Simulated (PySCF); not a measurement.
Species: C3H7F2Si (doublet state).
Geometry (GFN2-xTB, Å), atoms numbered from 1 in this order:
```xyz
13
C3H7F2Si angstrom
F     -1.106    1.783   -0.454
C     -1.759    0.540   -0.327
C     -0.911   -0.482    0.307
F     -1.060   -0.591    1.660
C      0.345   -0.978   -0.233
Si     1.824    0.257    0.096
H     -2.027    0.263   -1.352
H     -2.653    0.736    0.271
H      0.253   -1.131   -1.306
H      0.606   -1.923    0.241
H      3.034   -0.472   -0.292
H      1.823    0.562    1.523
H      1.626    1.436   -0.736
```

The hyperfine couplings belong to this conformer and change with its torsions.

Identity: `FC[C](F)C[SiH3]` [radical].

Computed, not measured: UKS B3LYP, pcH-1 on C F H Si, non-relativistic, mean-field spin-orbit, GIAO (PySCF 2.14.0). Geometry: GFN2-xTB, one conformer, isolated molecule. Couplings are sensitive to structure, and on GFN2-xTB geometries they can be far from those on DFT ones. The SCF solution wasn't tested for stability.

Problem. What is the g tensor, term by term?

Solution. 
```
                    Δg (ppm)     1     2     3
relativistic mass correction  -220  -220  -220
            gauge correction     2    53    38
   orbital Zeeman/spin–orbit  -144  1588  2423
                       total  -362  1421  2241
```

So g = 2.00196, 2.00374, 2.00456 and g_iso = 2.00342; the tensor is rhombic: the two nearest values differ by 31 % of g3 − g1. Axes: g3 points within 8° of the C2–C3 bond.

Problem. Average each term over the three axes. Which is largest in size?

Solution. The orbital-Zeeman/spin–orbit term 1289, the mass correction -220 and the gauge correction 31 ppm, for a total of 1100 ppm. The orbital-Zeeman/spin–orbit term is the largest in size. The mass correction is the same along every axis, so the anisotropy comes from the other two: their spans along these axes are 51 (gauge) and 2566 ppm (orbital Zeeman/spin–orbit).

Problem. What are the electron Larmor frequencies g μB B/h along the three axes at 340 mT?

Solution. 9.5268, 9.5352, 9.5391 GHz for g1, g2 and g3, a range of 12.4 MHz.

Problem. In a frozen sample, at which fields do the three g values resonate at 9.5, 34, 94 and 263 GHz (hyperfine left aside), and which band first spreads them over more than twice a line width of 0.5 mT?

Solution. 
```json
{"band": "X", "GHz": "9.5", "B(g3) mT": "338.60", "B(g2) mT": "338.74", "B(g1) mT": "339.04", "spread mT": "0.44"}
{"band": "Q", "GHz": "34.0", "B(g3) mT": "1211.85", "B(g2) mT": "1212.34", "B(g1) mT": "1213.42", "spread mT": "1.58"}
{"band": "W", "GHz": "94.0", "B(g3) mT": "3350.40", "B(g2) mT": "3351.77", "B(g1) mT": "3354.76", "spread mT": "4.36"}
{"band": "J", "GHz": "263.0", "B(g3) mT": "9374.00", "B(g2) mT": "9377.84", "B(g1) mT": "9386.19", "spread mT": "12.19"}
```

The spread grows in proportion to the frequency. Q band is the first where it exceeds 1.0 mT.

The largest Mulliken spin populations are on C3 (+0.83), Si6 (+0.09) and F4 (+0.06). C3 is the only atom above +0.15. The angles at C3 add up to 355.7°, so it is nearly planar.

The HOMO–LUMO gaps are 5.87 eV among the α and 7.11 eV among the β orbitals.
